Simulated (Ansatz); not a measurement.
`F[BH][GeH2][F]` + H₂O → `[OH][GeH2][F]` + `BF` at 500 K and 1 bar (formal hydrolysis of a Ge–B bond).

Isolated molecules relaxed with PBE0-D4/def2-TZVP in Ansatz; ΔE leaves out vibrations. CCSD(T)/CBS is the MP2 limit (def2-TZVPP, def2-QZVPP) plus CCSD(T) − MP2 in def2-TZVPP, frozen cores. This one scheme is used for every species. For Ge outer-core shells are correlated without core-valence functions, which leaves a few kJ/mol of doubt a bond. Scalar relativity is left out up to krypton. Each species was taken in one conformer, which may not be the lowest.

```json
{"species": "`F[BH][GeH2][F]`", "CCSD(T)/CBS energy (Eh)": "-2302.35660", "H − E (kJ/mol)": "124.2", "S (J/(mol·K))": "377.5"}
{"species": "H₂O", "CCSD(T)/CBS energy (Eh)": "-76.37941", "H − E (kJ/mol)": "73.2", "S (J/(mol·K))": "206.3"}
{"species": "`[OH][GeH2][F]`", "CCSD(T)/CBS energy (Eh)": "-2252.93819", "H − E (kJ/mol)": "114.8", "S (J/(mol·K))": "333.0"}
{"species": "`BF`", "CCSD(T)/CBS energy (Eh)": "-125.82039", "H − E (kJ/mol)": "77.9", "S (J/(mol·K))": "244.4"}
```

H − E and S are ideal-gas, rigid-rotor, harmonic terms from PBE0-D4/def2-TZVP, for one conformer and one mirror image of each species. 1 Eh = 2625.50 kJ/mol, R = 8.31446 J/(mol·K).

Question: By hand: ΔE, ΔH, ΔS and ΔG.

Answer: ΔE = (-2252.93819) + (-125.82039) − (-2302.35660) − (-76.37941) = -0.02257 Eh = -59.3 kJ/mol. Δ(H − E) = 114.8 + 77.9 − 124.2 − 73.2 = -4.7, so ΔH = -64.0 kJ/mol. ΔS = 333.0 + 244.4 − 377.5 − 206.3 = -6.4 J/(mol·K). ΔG = -64.0 − 500 × (-6.4)/1000 = -60.8 kJ/mol.

Question: By hand: the equilibrium constant, and the temperature at which ΔG would vanish if ΔH and ΔS stayed fixed.

Answer: log₁₀ K = −ΔG/(RT ln 10) = 6.4. ΔG = 0 at ΔH/ΔS = 10000 K, far beyond where these terms or the molecules hold.

The number of gas molecules stays the same, so ΔS is small and ΔH decides. A doubt of 5 kJ/mol in ΔE shifts log₁₀ K by 0.5 here. Other conformers and mirror images would add mixing entropy, several J/(mol·K) or more a flexible species. These are equilibria of isolated gas molecules and say nothing of rates. Largest T1 diagnostic: 0.013 (customary marks: 0.02 for closed shells, 0.045 for open ones).
